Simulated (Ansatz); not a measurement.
Computed with Ansatz on PBE0-D4/def2-TZVP structures; ΔE is electronic, products minus reactants. CCSD(T)/CBS is the MP2 limit (def2-TZVPP, def2-QZVPP) plus CCSD(T) − MP2 in def2-TZVPP, frozen cores. DFT in def2-TZVPP. For Ga, Ge outer-core shells are correlated without core-valence functions, which leaves a few kJ/mol of doubt a bond. Scalar relativity is left out up to krypton. Each species was taken in one conformer, which may not be the lowest.

Consider the redistribution: `[CH3][Ga]([Cl])[c]1ccccc1` + `C[O][GeH3]` → `C[O][Ga]([CH3])[Cl]` + `[GeH3][c]1ccccc1`.

`[CH3][Ga]([Cl])[c]1ccccc1`:

Cartesian coordinates in Å:
```
C -1.936 1.987 1.960
Ga -0.500 0.678 1.758
Cl 0.492 0.034 3.575
C 0.201 -0.161 0.151
C -0.337 0.151 -1.100
C 0.154 -0.440 -2.255
C 1.195 -1.354 -2.172
C 1.741 -1.675 -0.938
C 1.248 -1.082 0.214
H -2.867 1.601 1.539
H -1.687 2.907 1.426
H -2.094 2.223 3.012
H -1.152 0.865 -1.181
H -0.274 -0.189 -3.219
H 1.581 -1.817 -3.073
H 2.555 -2.390 -0.874
H 1.680 -1.338 1.177
```

`C[O][GeH3]`:

```xyz
9

C    -0.368   -1.251    0.428
O    -0.730   -0.218   -0.453
Ge    0.288    1.240   -0.486
H    -1.095   -2.060    0.319
H    -0.379   -0.924    1.477
H     0.628   -1.657    0.206
H     0.296    1.877    0.919
H    -0.363    2.153   -1.527
H     1.723    0.840   -0.883
```

`C[O][Ga]([CH3])[Cl]`:

```xyz
11

C     0.461    0.528    1.805
O     0.867   -0.622    1.108
Ga    0.354   -0.966   -0.557
C    -0.815    0.165   -1.629
Cl    1.189   -2.804   -1.264
H    -0.073    0.241    2.717
H     1.337    1.116    2.096
H    -0.202    1.183    1.223
H    -0.340    1.132   -1.807
H    -1.021   -0.312   -2.587
H    -1.756    0.341   -1.104
```

`[GeH3][c]1ccccc1`:

Cartesian coordinates in Å:
```
Ge 0.693 1.933 -1.454
C 0.150 0.435 -0.339
C 0.850 -0.769 -0.375
C 0.477 -1.831 0.435
C -0.605 -1.704 1.293
C -1.313 -0.512 1.336
C -0.937 0.549 0.525
H -0.537 2.787 -1.807
H 1.349 1.406 -2.742
H 1.710 2.824 -0.718
H 1.696 -0.886 -1.045
H 1.032 -2.762 0.395
H -0.899 -2.534 1.925
H -2.162 -0.408 2.002
H -1.505 1.473 0.566
```

Problem. Is it downhill or uphill in electronic energy at CCSD(T)/CBS, and by how much? (Estimate.)

Solution. Computed: Downhill: ΔE = -0.17 eV.

Problem. What do these levels give: LDA (SPW92), B97M-V, BHLYP-D4, PBE0, CAM-B3LYP, CCSD(T)/def2-TZVPP? (Estimate.)

Solution. The calculation gave: LDA (SPW92) -0.21, B97M-V -0.16, BHLYP-D4 -0.13, PBE0 -0.18, CAM-B3LYP -0.18, CCSD(T)/def2-TZVPP -0.19 eV.

Largest T1 diagnostic among the species: 0.013.

Leaving LDA and LC-ωPBE aside and taking each functional with its dispersion term where it has one, the values, not all of them listed here, spread over 0.06 eV, from r2SCAN-D4 to BHLYP-D4. From BLYP to BHLYP (50 % exact exchange), in def2-TZVPP and without D4, ΔE moves by +0.03 eV. At CCSD(T), def2-SVP lies −0.07 eV from the extrapolated value and def2-TZVPP −0.02 eV.
